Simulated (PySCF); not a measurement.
Low-lying terms of In⁺ (indium, charge +1)

Ground state [Kr] 4d10 5s2, ¹S. All numbers are calculated (PySCF 2.14, the spin-free X2C one-electron Hamiltonian (Gaussian nucleus), in aug-cc-pVTZ-DK3 with one added diffuse shell each of s, p, d, f type (9s8p6d3f, 84 functions)). Vertical excitation energies in eV without spin-orbit coupling; excited terms of each kind are numbered among those the solver found. Frozen: [Kr].

```csv
term,leading excitation,EOM-EE-CCSD,measured centre of gravity (NIST)
1 3P°,5s → p,5.157,5.531 (5s5p)
1 1P°,5s → p,7.765,7.816 (5s5p)
1 3S,5s → s,11.214,11.645 (5s6s)
1 1S,5s → s,11.597,12.030 (5s6s)
1 1D,5s → d,11.690,n/a
1 3D,5s → d,12.195,12.674 (5s5d)
2 3P°,5s → p,12.950,n/a
2 1P°,5s → p,13.206,n/a
2 3S,5s → s,14.585,n/a
2 1S,5s → s,14.681,n/a
1 3F°,5s → f,14.923,n/a
1 1F°,5s → f,14.933,n/a
2 3D,5s → d,15.004,n/a
2 1D,5s → d,15.322,n/a
```

Doubly excited terms such as np² are absent. The solver can miss terms. Rydberg members are limited by the diffuse functions of the basis.
